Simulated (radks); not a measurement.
Pt3+, configuration [Xe] 4f14 5d7.

Method: non-relativistic Kohn-Sham, TPSS, spin-polarised, spherical densities, point nucleus; open shells are filled with parallel spins first (spin-orbit coupling, left out, can overturn this in heavy ions); meta-GGA in the generalised Kohn-Sham scheme; relativity is left out, which matters for an element this heavy; computed with a radial shooting solver on a logarithmic mesh with Libxc functionals.

Energy parts (hartree):
part                       energy
total                 -17332.3679
kinetic                17328.1752
electron-nucleus      -41187.0292
Hartree                 6859.8833
exchange-correlation    -333.3971

Orbitals (lengths in bohr, moments of r in powers of bohr):
orbital  occ.  eigenvalue (hartree)       <r^4>      <r>
1s up       1             -2617.894   6.382e-07  0.01941
1s down     1             -2617.895   6.382e-07  0.01941
2s up       1             -436.6260   0.0001030  0.08179
2s down     1             -436.6169   0.0001030  0.08179
2p up       3             -419.4427  0.00006465  0.06915
2p down     3             -419.4360  0.00006465  0.06915
3s up       1             -102.7337    0.003519   0.2066
3s down     1             -102.7314    0.003518   0.2066
3p up       3             -94.67722    0.003121   0.1970
3p down     3             -94.67435    0.003120   0.1970
3d up       5             -79.70594    0.002089   0.1722
3d down     5             -79.69951    0.002089   0.1722
4s up       1             -22.53173     0.07903   0.4561
4s down     1             -22.52619     0.07903   0.4562
4p up       3             -19.07186     0.08581   0.4609
4p down     3             -19.06564     0.08577   0.4610
4d up       5             -12.74102      0.1037   0.4707
4d down     5             -12.73263      0.1034   0.4706
4f up       7              -4.31744      0.1940   0.5036
4f down     7              -4.30426      0.1903   0.5024
5s up       1              -4.27097       2.205    1.050
5s down     1              -4.19771       2.177    1.046
5p up       3              -3.19003       3.179    1.138
5p down     3              -3.10948       3.155    1.135
5d up       5              -1.49685       9.923    1.458
5d down     2              -1.41174       10.50    1.469

The highest occupied level is 5d down at -38.415 eV. The density falls to 0.001 e/bohr^3 at r = 3.28 bohr. The electron density at the nucleus is 3.405e+05 e/bohr^3. Virial ratio -V/T = 2.00024.
